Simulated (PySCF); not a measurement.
```xyz
3
charge -1 multiplicity 1, angstrom
Tl    0.0000    0.0000    0.0000
F     0.0000    0.0000    2.3780
F     0.0000    0.0000   -2.3780
```

Method: PBE0 in PySCF with Tl def2-TZVPD with ECP60, F def2-TZVPD; scalar-relativistic core potentials, no spin–orbit coupling; density-fitted integrals.

This geometry of TlF₂⁻ is a stationary point at this level.

(1) What is the point group?

(2) Is it a minimum?

(3) List the harmonic modes with their infrared intensities.

## Answers

(1) D∞h.

(2) No: it has 2 imaginary modes (one degenerate set), at 95i cm⁻¹ (πu).

(3) 
```json
{"symmetry": "πu", "ω (cm⁻¹)": "95i", "IR (km/mol, summed over degenerate members)": "–"}
{"symmetry": "σu+", "ω (cm⁻¹)": "231", "IR (km/mol, summed over degenerate members)": "303"}
{"symmetry": "σg+", "ω (cm⁻¹)": "291", "IR (km/mol, summed over degenerate members)": "0.0"}
```

This need not be the most stable arrangement of these atoms. The lowest empty level of this anion is unbound, so it and the gap depend on the basis. At this level a singlet minimum of C2v symmetry lies 63 kJ/mol below this structure. With an element this heavy the missing spin–orbit coupling can shift these numbers.
